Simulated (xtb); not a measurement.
xtb input for B(F)2(Et) (C₂H₅BF₂), SMILES CCB(F)F, GFN2-xTB. 

```
$ xtb mol.xyz --gfn 2 --ohess tight --chrg 0 --uhf 0 --json
$ cat mol.xyz
10

B      0.38200000     0.25950000     1.36060000
F     -0.01470000    -0.76170000     2.08180000
F      1.31450000     0.99540000     1.93760000
C     -0.26280000     0.56300000    -0.06050000
C     -0.08610000    -0.61950000    -1.01880000
H      0.23550000     1.47310000    -0.49100000
H     -1.28940000     0.76000000     0.00890000
H     -0.64400000    -1.45170000    -0.58120000
H      0.98610000    -0.82370000    -1.20540000
H     -0.56160000    -0.37840000    -1.96000000
```

Log of the run:

```
[...]
eigval :     1503.60  2951.53  2976.09  3038.21  3046.94  3052.12
           -------------------------------------------------
          |                Property Printout                |
           -------------------------------------------------

    * Orbital Energies and Occupations

         #    Occupation            Energy/Eh            Energy/eV
      -------------------------------------------------------------
         1        2.0000           -0.8295928             -22.5744
       ...           ...                  ...                  ...
         3        2.0000           -0.6278685             -17.0852
         4        2.0000           -0.5867036             -15.9650
         5        2.0000           -0.5675969             -15.4451
         6        2.0000           -0.5511355             -14.9972
         7        2.0000           -0.5489116             -14.9366
         8        2.0000           -0.5406313             -14.7113
         9        2.0000           -0.5134162             -13.9708
        10        2.0000           -0.5122582             -13.9393
        11        2.0000           -0.5049487             -13.7404
        12        2.0000           -0.4958164             -13.4919
        13        2.0000           -0.4755402             -12.9401
        14        2.0000           -0.4528864             -12.3237
        15        2.0000           -0.4382032             -11.9241 (HOMO)
        16                         -0.2290004              -6.2314 (LUMO)
        17                          0.0870986               2.3701
        18                          0.1389668               3.7815
        19                          0.1468147               3.9950
        20                          0.1581944               4.3047
        21                          0.1819514               4.9511
        22                          0.2598228               7.0701
        23                          0.2638845               7.1807
        24                          0.4592146              12.4959
        25                          0.4975055              13.5378
      -------------------------------------------------------------
                  HL-Gap            0.2092028 Eh            5.6927 eV
             Fermi-level           -0.3336018 Eh           -9.0778 eV

     #   Z          covCN         q      C6AA      α(0)
     1   5 B        2.344     0.517    20.566     8.677
     2   9 F        0.723    -0.256    11.833     4.062
     3   9 F        0.723    -0.263    11.919     4.077
     4   6 C        3.722    -0.153    23.574     6.934
     5   6 C        3.750    -0.109    22.642     6.786
     6   1 H        0.924     0.065     2.146     2.291
     7   1 H        0.924     0.065     2.144     2.290
     8   1 H        0.925     0.045     2.388     2.417
     9   1 H        0.925     0.045     2.389     2.417
    10   1 H        0.925     0.045     2.383     2.414

 Mol. C6AA /au·bohr⁶  :        802.364638
 Mol. C8AA /au·bohr⁸  :      17900.232396
 Mol. α(0) /au        :         42.365213


Wiberg/Mayer (AO) data.
largest (>0.10) Wiberg bond orders for each atom

 ---------------------------------------------------------------------------
     #   Z sym  total        # sym  WBO       # sym  WBO       # sym  WBO
 ---------------------------------------------------------------------------
     1   5 B    3.246 --     2 F    1.086     3 F    1.075     4 C    1.021
     2   9 F    1.180 --     1 B    1.086
     3   9 F    1.168 --     1 B    1.075
     4   6 C    3.991 --     1 B    1.021     5 C    1.019     6 H    0.950
                             7 H    0.950
     5   6 C    3.994 --     4 C    1.019     9 H    0.989     8 H    0.989
                            10 H    0.988
     6   1 H    0.996 --     4 C    0.950
     7   1 H    0.996 --     4 C    0.950
     8   1 H    0.998 --     5 C    0.989
     9   1 H    0.998 --     5 C    0.989
    10   1 H    0.998 --     5 C    0.988
 ---------------------------------------------------------------------------

Topologies differ in total number of bonds
Writing topology from bond orders to xtbtopo.mol

molecular dipole:
                 x           y           z       tot (Debye)
 q only:       -0.291       0.123      -0.815
   full:       -0.288       0.156      -0.788       2.169
molecular quadrupole (traceless):
                xx          xy          yy          xz          yz          zz
 q only:        2.603       0.312       0.665      -2.067      -0.551      -3.268
  q+dip:        3.637       0.425      -0.503      -2.199      -1.508      -3.134
   full:        4.181       0.676      -0.553      -2.670      -1.180      -3.628

           -------------------------------------------------
          |                Geometry Summary                 |
           -------------------------------------------------

      molecular mass/u    :       77.8690099
   center of mass at/Å    :        0.2996426       0.0914098       0.9594154
Molecule has the following symmetry elements: (sigma)
It seems to be the Cs point group
  moments of inertia/u·Å² :        0.5603779E+02   0.1481630E+03   0.1980402E+03
rotational constants/cm⁻¹ :        0.3008261E+00   0.1137776E+00   0.8512229E-01

 * 9 selected distances

     #   Z          #   Z                                           value/Å
     1   5 B        2   9 F                                       1.3171567
     1   5 B        3   9 F                                       1.3200140
     1   5 B        4   6 C                                       1.5778136 (max)
     4   6 C        5   6 C                                       1.5312410
     4   6 C        6   1 H                                       1.0937289
     4   6 C        7   1 H                                       1.0937843
     5   6 C        8   1 H                                       1.0867833 (min)
     5   6 C        9   1 H                                       1.0868039
     5   6 C       10   1 H                                       1.0872032

 * 4 distinct bonds (by element types)

   Z      Z             #   av. dist./Å        max./Å        min./Å
   1 H    6 C           5     1.0896607     1.0937843     1.0867833
   5 B    6 C           1     1.5778136     1.5778136     1.5778136
   6 C    6 C           1     1.5312410     1.5312410     1.5312410
   5 B    9 F           2     1.3185853     1.3200140     1.3171567

           -------------------------------------------------
          |               Frequency Printout                |
           -------------------------------------------------
 projected vibrational frequencies (cm⁻¹)
eigval :       -0.00    -0.00     0.00     0.00     0.00     0.00
eigval :       36.16   166.47   186.16   380.31   404.09   463.87
eigval :      729.92   754.49   983.46  1016.58  1086.79  1219.20
eigval :     1231.37  1286.97  1326.94  1416.85  1455.73  1499.72
eigval :     1503.60  2951.53  2976.09  3038.21  3046.94  3052.12
 reduced masses (amu)
   1: 13.41   2: 16.49   3: 13.02   4: 13.46   5: 17.15   6: 12.00   7:  9.43   8: 13.26
   9:  2.93  10: 14.75  11:  8.05  12: 14.58  13: 13.87  14:  5.17  15:  2.89  16:  4.05
  17:  9.20  18:  3.45  19:  9.43  20: 12.36  21:  8.12  22:  2.97  23:  1.87  24:  1.52
  25:  1.57  26:  1.94  27:  1.52  28:  1.82  29:  1.96  30:  1.39
 IR intensities (km·mol⁻¹)
   1:  0.43   2:  0.77   3:  0.62   4:  0.06   5:  0.43   6:  0.51   7:  1.37   8:  0.95
   9:  1.38  10: 13.31  11: 21.65  12: 11.68  13:  3.71  14:104.47  15: 20.64  16: 15.74
  17:  0.24  18:  2.56  19:214.01  20:419.58  21:196.58  22:  0.12  23:  8.23  24:  3.70
  25:  8.69  26: 18.25  27: 16.25  28: 33.09  29: 32.33  30: 21.42
 Raman intensities (Ä⁴*amu⁻¹)
   1:  0.00   2:  0.00   3:  0.00   4:  0.00   5:  0.00   6:  0.00   7:  0.00   8:  0.00
   9:  0.00  10:  0.00  11:  0.00  12:  0.00  13:  0.00  14:  0.00  15:  0.00  16:  0.00
  17:  0.00  18:  0.00  19:  0.00  20:  0.00  21:  0.00  22:  0.00  23:  0.00  24:  0.00
  25:  0.00  26:  0.00  27:  0.00  28:  0.00  29:  0.00  30:  0.00
 output can be read by thermo (or use thermo option).
 writing <g98.out> molden fake output.
 recommended (thermochemical) frequency scaling factor: 1.0
           -------------------------------------------------
          |             Thermodynamic Functions             |
           -------------------------------------------------

cs  symmetry found (for desy threshold:  0.10E+00) used in thermo

          ...................................................
          :                      SETUP                      :
          :.................................................:
          :  # frequencies                          24      :
          :  # imaginary freq.                       0      :
          :  linear?                             false      :
          :  only rotor calc.                    false      :
          :  symmetry                               cs      :
          :  rotational number                       1      :
          :  scaling factor                  1.0000000      :
          :  rotor cutoff                   50.0000000 cm⁻¹ :
          :  imag. cutoff                  -20.0000000 cm⁻¹ :
Note: The following floating-point exceptions are signalling: IEEE_DENORMAL
normal termination of xtb
          :.................................................:

    mode    ω/cm⁻¹     T·S(HO)/kcal·mol⁻¹    T·S(FR)/kcal·mol⁻¹   T·S(vib)
   ------------------------------------------------------------------------
       1     36.16    -1.62757 ( 21.49%)    -1.15150 ( 78.51%)    -1.25378
       2    166.47    -0.73789 ( 99.19%)    -0.70000 (  0.81%)    -0.73759
       3    186.16    -0.67553 ( 99.48%)    -0.66692 (  0.52%)    -0.67549
   ------------------------------------------------------------------------

   temp. (K)  partition function   enthalpy   heat capacity  entropy
                                   cal/mol     cal/K/mol   cal/K/mol   J/K/mol
 298.15  VIB   32.4                 2081.751     12.794     12.642
         ROT  0.980E+05              888.752      2.981     25.819
         INT  0.318E+07             2970.503     15.775     38.461
         TR   0.665E+27             1481.254      4.968     38.955
         TOT                        4451.7572    20.7429    77.4154   323.9061

       T/K    H(0)-H(T)+PV         H(T)/Eh          T*S/Eh         G(T)/Eh
   ------------------------------------------------------------------------
    298.15    0.709433E-02    0.804822E-01    0.367826E-01    0.436997E-01
   ------------------------------------------------------------------------

         :::::::::::::::::::::::::::::::::::::::::::::::::::::
         ::                  THERMODYNAMIC                  ::
         :::::::::::::::::::::::::::::::::::::::::::::::::::::
         :: total free energy         -17.581251550309 Eh   ::
         ::.................................................::
         :: total energy              -17.624951233329 Eh   ::
         :: zero point energy           0.073387913011 Eh   ::
         :: G(RRHO) w/o ZPVE           -0.029688229991 Eh   ::
         :: G(RRHO) contrib.            0.043699683021 Eh   ::
         :::::::::::::::::::::::::::::::::::::::::::::::::::::

optimized geometry written to: xtbopt.xyz


           -------------------------------------------------
          | TOTAL ENERGY              -17.624951233329 Eh   |
          | TOTAL ENTHALPY            -17.544468993604 Eh   |
          | TOTAL FREE ENERGY         -17.581251550309 Eh   |
          | GRADIENT NORM               0.000226821440 Eh/α |
          | HOMO-LUMO GAP               5.692698303545 eV   |
           -------------------------------------------------

------------------------------------------------------------------------
------------------------------------------------------------------------
 total:
 SCF:
 ANC optimizer:
 analytical hessian:
```

The calculation finished and met its thresholds.

Cost: about 0.3 core-seconds (a rough figure).
